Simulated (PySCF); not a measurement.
Molfile (atoms numbered from 1):
```
C5H15NSi2
     RDKit          3D

 23 22  0  0  0  0  0  0  0  0999 V2000
    4.5865   -0.2122   -0.3627 C   0  0  0  0  0  0  0  0  0  0  0  0
    2.9728   -1.1665   -0.0583 Si  0  0  0  0  0  4  0  0  0  0  0  0
    1.5198   -0.0552   -0.5064 C   0  0  0  0  0  0  0  0  0  0  0  0
    0.4021    0.0852    0.2025 C   0  0  0  0  0  0  0  0  0  0  0  0
   -1.0239    1.2283   -0.2427 Si  0  0  0  0  0  4  0  0  0  0  0  0
   -2.4643    0.3774    0.1620 N   0  0  0  0  0  0  0  0  0  0  0  0
   -3.7195    1.0671    0.3035 C   0  0  0  0  0  0  0  0  0  0  0  0
   -2.6395   -1.0124   -0.1783 C   0  0  0  0  0  0  0  0  0  0  0  0
    4.6602    0.6598    0.2815 H   0  0  0  0  0  0  0  0  0  0  0  0
    4.6509    0.1338   -1.3907 H   0  0  0  0  0  0  0  0  0  0  0  0
    5.4539   -0.8373   -0.1724 H   0  0  0  0  0  0  0  0  0  0  0  0
    2.8805   -1.5706    1.3508 H   0  0  0  0  0  0  0  0  0  0  0  0
    2.9562   -2.3691   -0.9075 H   0  0  0  0  0  0  0  0  0  0  0  0
    1.6036    0.5146   -1.4263 H   0  0  0  0  0  0  0  0  0  0  0  0
    0.3148   -0.4785    1.1250 H   0  0  0  0  0  0  0  0  0  0  0  0
   -0.8884    1.6289   -1.6577 H   0  0  0  0  0  0  0  0  0  0  0  0
   -1.0495    2.4327    0.5963 H   0  0  0  0  0  0  0  0  0  0  0  0
   -4.3389    0.5603    1.0493 H   0  0  0  0  0  0  0  0  0  0  0  0
   -4.2803    1.0989   -0.6393 H   0  0  0  0  0  0  0  0  0  0  0  0
   -3.5411    2.0876    0.6309 H   0  0  0  0  0  0  0  0  0  0  0  0
   -1.6691   -1.4973   -0.2523 H   0  0  0  0  0  0  0  0  0  0  0  0
   -3.2284   -1.5128    0.5967 H   0  0  0  0  0  0  0  0  0  0  0  0
   -3.1632   -1.1356   -1.1347 H   0  0  0  0  0  0  0  0  0  0  0  0
  1  2  1  0
  2  3  1  0
  3  4  2  0
  4  5  1  0
  5  6  1  0
  6  7  1  0
  6  8  1  0
  1  9  1  0
  1 10  1  0
  1 11  1  0
  2 12  1  0
  2 13  1  0
  3 14  1  0
  4 15  1  0
  5 16  1  0
  5 17  1  0
  7 18  1  0
  7 19  1  0
  7 20  1  0
  8 21  1  0
  8 22  1  0
  8 23  1  0
M  END
```

Method: shieldings: GIAO PBE0/pcSseg-1, geometry: GFN2-xTB, in PySCF 2.14.0 with density-fitted response routines (no solvent, single conformer, fast rotation and ring inversion assumed for equivalent nuclei, non-relativistic Hamiltonian).

Question: List the cross peaks expected in HSQC, COSY and HMBC spectra.

Answer: 

HSQC (one-bond C–H):
```
                            δH            δC
                    7.20 (H15)    160.3 (C4)
                    7.14 (H14)    159.8 (C3)
2.59 (H18/H19/H20/H21/H22/H23)  41.2 (C7/C8)
             0.22 (H9/H10/H11)     -6.3 (C1)
```

COSY cross peaks (H two or three bonds apart, from the bond graph; peaks can be absent where the dihedral angle is near 90°):
```
            δH                 δH
    7.20 (H15)         7.14 (H14)
    7.20 (H15)     4.91 (H16/H17)
    7.14 (H14)     4.46 (H12/H13)
4.46 (H12/H13)  0.22 (H9/H10/H11)
```

HMBC (two and three bonds, from the bond graph):
```
                            δH                                    δC
                    7.20 (H15)                            159.8 (C3)
                    7.14 (H14)                 160.3 (C4), -6.3 (C1)
                4.91 (H16/H17)  160.3 (C4), 159.8 (C3), 41.2 (C7/C8)
                4.46 (H12/H13)     160.3 (C4), 159.8 (C3), -6.3 (C1)
2.59 (H18/H19/H20/H21/H22/H23)                          41.2 (C7/C8)
             0.22 (H9/H10/H11)                            159.8 (C3)
```

References, each an isolated molecule treated in the same way: TMS for 1H (σref 31.72), 13C (σref 186.93).

Short H···H contacts in this conformer between protons four or more bonds apart (candidates for NOE cross peaks, intensity ∝ r⁻⁶): H17···H20 2.52 Å, H15···H21 2.62 Å, H14···H16 2.74 Å, H12···H15 2.80 Å.

Shifts are as computed. Against solution values, carbons near 30 ppm lie about +3 ppm off and those near 130 ppm about +5 ppm. Of 1211 compounds with measured shifts, 218 miss one by over three times the rms of a fit or turn the order of signals round; such compounds aren't used in these exercises.
